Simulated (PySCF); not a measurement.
**Core-level binding energies of SeClF5**

Species: SeClF5.
Geometry (PBE0-D3(BJ)/def2-SVP, Å), atoms numbered from 1 in this order:
```
atom  x, y, z in Å
Se1    0.0133   -0.0145   -0.0534
Cl2    0.0054   -0.0190    2.0975
F3     0.0191   -0.0111   -1.7578
F4     1.7280   -0.0088   -0.0827
F5    -1.7011   -0.0195   -0.0947
F6     0.0090    1.7000   -0.0854
F7     0.0183   -1.7290   -0.0922
```

Theory: delta-SCF UKS SCAN, pcX-2 on the ionised atom, pcseg-1 elsewhere, spin-free X2C in PySCF 2.14.0. Binding energies are ΔSCF values: E(core-ionised, relaxed orbitals) − E(ground state) at a fixed geometry, referred to the vacuum level.

Problem. List the computed XPS lines with their assignment.

Solution. 
| atom(s) | environment | level | binding energy (eV) | 2p1/2 (eV) | above the level's lowest (eV) | count |
| --- | --- | --- | --- | --- | --- | --- |
| Cl2 | chlorine bonded to Se | Cl 1s | 2830.23 | – | 0.00 | 1 |
| F3 | fluorine bonded to Se | F 1s | 693.87 | – | +0.14 | 1 |
| F4/F5/F6/F7 | fluorine bonded to Se | F 1s | 693.73 | – | 0.00 | 4 |
| Cl2 | chlorine bonded to Se | Cl 2p3/2 | 207.63 | 209.28 | 0.00 | 1 |

The 2 F 1s values lie within 0.14 eV of each other; Gaussian lines of 0.5 eV full width would blend them into one maximum.

Problem. Which photon energy gives electrons from Cl 1s of Cl2 (atom 2) a kinetic energy of 20 eV, and what is their de Broglie wavelength?

Solution. hν = 2830.23 + 20 = 2850.23 eV, recoil neglected; λ = 12.264 Å/√(E/eV) = 2.74 Å.

Problem. Which photon wavelength matches the Cl 1s of Cl2 threshold?

Solution. λ = hc/E = 12398.42 eV Å / 2830.23 eV = 4.381 Å.

The first atom of each set that the bonding makes equivalent was ionised and stands for the set. The 2p values aren't plain energy differences: one relaxed spin-free 2p hole is combined with a matrix within the shell (ground-state 2p orbital-energy differences and spin–orbit coupling). 2p3/2, the mean of its two sublevels, lies a third of the splitting below the shell's mean and 2p1/2 two thirds above it; the statistical areas are 2:1. 2p1/2 minus 2p3/2 (ligand field included): Cl 1.66 eV. No level of selenium is listed. Geometry: PBE0-D3(BJ)/def2-SVP; no solvent, vibrations or thermal averaging.

Hardware: Arm Neoverse V2, one thread, on a shared host. Cost: 18 s wall, 0.48 GiB resident at most.
